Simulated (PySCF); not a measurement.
A species of formula CH9NSeSi2 has this rotational fingerprint, computed with PBE0-D3(BJ)/def2-SVP geometry optimisation, gas phase in PySCF:

- Rotational constants: A = 2767, B = 1253, C = 918.5 MHz
- Dipole components: |μa| = 2.26 D, |μb| = 0.72 D, |μc| = 0.50 D
- Inertial defect: -35.89 u·Å²
- κ: -0.64

**Question.** Which structure is it? (One computed conformer of each.)
A. `[CH3:1][NH:2][SiH2:3][Se:4][SiH3:5]` with C1–N2–Si3–Se4 -140°, N2–Si3–Se4–Si5 42°
B. `[CH3:1][Si@@H:2]([NH2:3])[Se:4][SiH3:5]` with C1–Si2–N3–H -27° and -177°, C1–Si2–Se4–Si5 -80°

**Answer.** A. It is CN[SiH2][Se][SiH3], an asymmetric top, point group C1. The candidates at the same level (rigid rotor, commonest isotopes):

| SMILES | A (MHz) | B (MHz) | C (MHz) | μa (D) | μb (D) | μc (D) | Δ (u·Å²) | point group | rotor |
| --- | --- | --- | --- | --- | --- | --- | --- | --- | --- |
| CN[SiH2][Se][SiH3] | 2767 | 1253 | 918.5 | 2.26 | 0.72 | 0.50 | -35.89 | C1 | asymmetric top |
| C[Si@@H](N)[Se][SiH3] | 2406 | 1396 | 1139 | 2.36 | 1.63 | 0.37 | -128.19 | C1 | asymmetric top |

`C[Si@@H](N)[Se][SiH3]` has C 24 % too high. No structure here is proved a minimum.
